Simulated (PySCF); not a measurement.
All numbers come from PySCF, UPBE, basis Tc def2-SVP with ECP28, O def2-SVP, H def2-SVP (scalar-relativistic core potentials, no spin–orbit coupling, density fitting).

```xyz
5
charge 0 multiplicity 2, angstrom
Tc    0.0000    0.0000    0.1720
O     0.0000    1.4882   -0.6104
O     0.0000   -1.4882   -0.6104
H     1.2315    0.0000    1.2818
H    -1.2315    0.0000    1.2818
```

H₂TcO₂ (doublet), along the line from Tc1 (at 0) through O2 (at 1.681 Å). Core electrons replaced by a potential are absent, the electrostatic potential uses the reduced nuclear charge, and values within about 0.7 Å of such atoms have no physical meaning.

Q: Tabulate the fields along this line at 0.76, 0.84, 0.92, 1.01, 1.09, 1.18, 1.26, 1.35, 1.43, 1.51, 1.60, 1.77, 1.85, 1.93, 2.02, 2.10, 2.19, 2.27, 2.35, 2.44, 2.52, 2.61, 2.69 Å.

A: 
| distance (Å) | electron density (e/Å³) | spin density (e/Å³) | electron localisation function | electrostatic potential (V) |
| --- | --- | --- | --- | --- |
| 0.76 | 2.41 | 0.0161 | 0.432 | 44 |
| 0.84 | 1.95 | 0.00648 | 0.365 | 33.4 |
| 0.92 | 1.87 | 0.00163 | 0.434 | 27.6 |
| 1.01 | 2.1 | -0.000119 | 0.604 | 26.1 |
| 1.09 | 2.58 | 0.000264 | 0.744 | 29.5 |
| 1.18 | 3.35 | 0.00251 | 0.795 | 39.5 |
| 1.26 | 4.47 | 0.00713 | 0.754 | 60 |
| 1.35 | 5.86 | 0.0145 | 0.534 | 98.9 |
| 1.43 | 7.87 | 0.0231 | 0.172 | 174 |
| 1.51 | 21 | 0.032 | 0.24 | 342 |
| 1.60 | 175 | 0.0381 | 0.989 | 913 |
| 1.77 | 174 | 0.0173 | 0.988 | 912 |
| 1.85 | 21.1 | 0.041 | 0.229 | 340 |
| 1.93 | 8.1 | 0.0417 | 0.205 | 171 |
| 2.02 | 5.86 | 0.0339 | 0.616 | 94.1 |
| 2.10 | 4.19 | 0.0238 | 0.831 | 53.8 |
| 2.19 | 2.87 | 0.0159 | 0.888 | 31.2 |
| 2.27 | 1.93 | 0.0106 | 0.899 | 18.1 |
| 2.35 | 1.27 | 0.00689 | 0.891 | 10.4 |
| 2.44 | 0.822 | 0.00436 | 0.87 | 5.85 |
| 2.52 | 0.523 | 0.00268 | 0.832 | 3.13 |
| 2.61 | 0.332 | 0.00162 | 0.775 | 1.5 |
| 2.69 | 0.212 | 0.000979 | 0.697 | 0.524 |

Open d and f shells are described by one determinant, and the ground state may have another occupation or spin.
